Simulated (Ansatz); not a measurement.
Reaction (redistribution): `FB(F)OP` + `O[SiH2][SiH3]` → `FB(F)[SiH3]` + `O[SiH2]OP`

Program: Ansatz. Geometries: PBE0-D4/def2-TZVP. ΔE: electronic, gas phase. CCSD(T)/CBS adds triple-zeta CCSD(T) − MP2 to the extrapolated MP2 energy (def2 sets, frozen cores). Functionals use def2-TZVPP. One conformer a species, not always the lowest.

| level | ΔE (kJ/mol) |
| --- | --- |
| r2SCAN-D4 | 23.6 |
| PBE0-D4 | 27.6 |
| BHLYP-D4 | 19.7 |
| revPBE | 27.1 |
| r2SCANh | 24.2 |
| BHLYP | 20.2 |
| CAM-B3LYP | 18.1 |
| CCSD/def2-TZVPP | 19.0 |

Q: What does CCSD(T)/CBS give? (An estimate is asked.)

A: Ansatz gave: +15.7 kJ/mol. The listed levels differ from it by 7.9, 11.9, 4.0, 11.4, 8.5, 4.5, 2.4, 3.3 kJ/mol.

Largest T1 diagnostic among the species: 0.014.

Leaving LDA and LC-ωPBE aside and taking each functional with its dispersion term where it has one, the values, not all of them listed here, spread over 11.4 kJ/mol, from ωB97M-V to B97M-V. LDA lies +3.1 kJ/mol from PBE without D4. At CCSD(T), def2-SVP lies +29.7 kJ/mol from the extrapolated value and def2-TZVPP +2.7 kJ/mol.
